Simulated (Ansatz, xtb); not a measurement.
Breaking the Si1–H3 bond in BrH3Si (SMILES [SiH3]Br) (multiplicity 1 held, fragments rigid). Energies count from the point at 1.476 Å.
Geometry at that point (charge 0, multiplicity 1):
```xyz
5

Si    -1.4770     0.0448     0.0178
Br     0.7572    -0.0230    -0.0091
H     -1.9032     1.4226    -0.2939
H     -1.9369    -0.3488     1.3635
H     -1.9821    -0.8973    -0.9993
```

R- and RO- levels are restricted; in cc, def2 and unpolarised 6-31G sets they are followed outwards from rest. Unrestricted levels (U-) break spin symmetry where that is lower. Levels need not reach the same state.

Programs: Ansatz (a program for electronic structure) with Gaussian orbitals; xtb for the GFN methods.  The GFN methods have no spin term and hold the electronic entropy of 300 K.

One of these levels gives 3.861 eV for the energy at R = 4.722 Å. Which one is it?
(A) GFN2-xTB
(B) R-wB97X-V/def2-TZVPP
(C) U-PBE/def2-TZVPP
(D) R-B3LYP/def2-TZVPP

C, U-PBE/def2-TZVPP. The others give 4.647 (GFN2-xTB), 5.594 (R-B3LYP/def2-TZVPP), 6.876 (R-wB97X-V/def2-TZVPP)

Doubts at one or more of the structures used: a spin-contaminated determinant (U-PBE/def2-TZVPP); a restricted determinant that unrestricted orbitals would lower (R-B3LYP/def2-TZVPP, R-wB97X-V/def2-TZVPP).
